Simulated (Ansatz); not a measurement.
Reaction (isomerisation): `CO[SiH](C)N` → `CC(O)N[SiH3]`

Calculated with Ansatz (gas phase, PBE0-D4/def2-TZVP geometries, no zero-point term in ΔE). CBS: MP2 limit from def2 TZ/QZ plus the TZ coupled-cluster correction, frozen cores. Functionals use def2-TZVPP. B3LYP here is the variant with VWN-RPA as its local correlation; programs differ in this. One conformer a species, not always the lowest.

`CO[SiH](C)N`:

Cartesian coordinates in Å:
```
C 1.116 -1.822 -0.384
O 0.767 -0.829 0.546
Si -0.551 0.149 0.353
C -0.273 1.339 -1.050
N -0.876 1.035 1.774
H 1.873 -2.469 0.064
H 1.537 -1.388 -1.300
H 0.255 -2.442 -0.663
H -1.714 -0.744 0.084
H 0.551 2.023 -0.825
H -0.019 0.808 -1.971
H -1.169 1.934 -1.240
H -1.171 0.559 2.611
H -0.326 1.848 2.000
```

`CC(O)N[SiH3]`:

Cartesian coordinates in Å:
```
C 0.752 -1.690 -0.683
C 0.603 -0.220 -0.367
O 0.943 0.476 -1.555
N -0.711 0.099 0.114
Si -1.063 1.299 1.292
H 0.568 -2.288 0.210
H 0.032 -1.974 -1.455
H 1.754 -1.899 -1.059
H 1.309 0.055 0.433
H 0.788 1.413 -1.402
H -1.448 -0.230 -0.492
H -0.257 1.046 2.515
H -0.756 2.697 0.859
H -2.515 1.214 1.589
```

Problem. Is it downhill or uphill in electronic energy at CCSD(T)/CBS, and by how much? (An estimate is asked.)

Solution. Ansatz gave: Uphill: ΔE = +180.2 kJ/mol.

Problem. What do these levels give: PBE-D4, r2SCAN-D4, B3LYP-D4, ωB97M-V, r2SCAN, B3LYP, SCS-MP2/def2-TZVPP, CCSD(T)/def2-TZVPP, HF/def2-QZVPP, MP2/def2-QZVPP, SCS-MP2/def2-QZVPP, CCSD/CBS(def2)? (An estimate is asked.)

Solution. Computed: PBE-D4 169.5, r2SCAN-D4 181.9, B3LYP-D4 180.6, ωB97M-V 180.6, r2SCAN 182.0, B3LYP 181.0, SCS-MP2/def2-TZVPP 179.0, CCSD(T)/def2-TZVPP 176.4, HF/def2-QZVPP 185.2, MP2/def2-QZVPP 184.7, SCS-MP2/def2-QZVPP 181.8, CCSD/CBS(def2) 182.0 kJ/mol.

Largest T1 diagnostic among the species: 0.011.

From PBE to PBE0 (25 % exact exchange), in def2-TZVPP and without D4, ΔE moves by +3.6 kJ/mol.
